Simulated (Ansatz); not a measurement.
Sn14H18Cl2⁻, a nanocrystal cut from the lattice of tin (2 of the caps Cl). Charge -1, multiplicity 2. Geometry r2SCAN-D4/def2-SVP, that of the neutral singlet.

Cartesian coordinates in Å:
```
Sn 1.668 2.767 2.737
Sn -0.172 -4.062 -0.753
Sn 2.606 -0.538 -0.326
Sn -1.138 -0.860 2.276
Sn -2.522 3.296 0.846
Sn -1.530 -0.013 -2.201
Sn 1.268 3.622 -1.795
Sn -1.269 -3.623 1.791
Sn 1.529 0.013 2.207
Sn 0.173 4.064 0.749
Sn 2.524 -3.296 -0.846
Sn -1.667 -2.765 -2.740
Sn 1.138 0.858 -2.270
Sn -2.606 0.537 0.333
Cl -0.276 -6.422 -1.190
Cl 0.277 6.424 1.187
H 3.300 3.306 2.701
H 1.018 3.116 4.289
H 4.244 0.008 -0.367
H -1.799 -0.513 3.833
H -3.182 3.643 2.395
H -3.430 4.157 -0.332
H -2.432 0.856 -3.391
H 2.897 4.168 -1.846
H 0.374 4.480 -2.986
H -0.379 -4.488 2.980
H -2.900 -4.167 1.836
H 2.433 -0.850 3.398
H 3.430 -4.161 0.331
H 3.186 -3.638 -2.395
H -1.019 -3.110 -4.294
H -3.298 -3.308 -2.703
H 1.800 0.507 -3.826
H -4.244 -0.007 0.373
```

In the def2 sets Sn takes a core potential; there is no spin–orbit coupling. Single mean-field runs in def2-SVP are fitted with def2-universal-jkfit.

(1) Estimate the α-spin orbital energies around the gap (eV) in Ansatz with PBE-D4/def2-SVP, PBE0-D4/def2-SVP, r2SCAN0-D4/def2-SVP.

## Answers

(1) 
| orbital | PBE-D4/def2-SVP | PBE0-D4/def2-SVP | r2SCAN0-D4/def2-SVP |
| --- | --- | --- | --- |
| HOMO−5 | -3.54 | -4.47 | -4.64 |
| HOMO−4 | -3.45 | -4.40 | -4.57 |
| HOMO−3 | -3.45 | -4.40 | -4.57 |
| HOMO−2 | -3.26 | -4.15 | -4.30 |
| HOMO−1 | -3.26 | -4.15 | -4.30 |
| HOMO | -0.27 | -0.37 | -0.38 |
| LUMO | -0.09 | 0.35 | 0.33 |
| LUMO+1 | 0.18 | 0.76 | 0.78 |
| LUMO+2 | 0.18 | 0.76 | 0.78 |
| LUMO+3 | 0.32 | 0.94 | 0.98 |
| LUMO+4 | 0.50 | 1.11 | 1.15 |
| LUMO+5 | 0.53 | 1.13 | 1.18 |
| β HOMO | -3.24 | -4.13 | -4.30 |
| β LUMO | -0.18 | 0.56 | 0.64 |
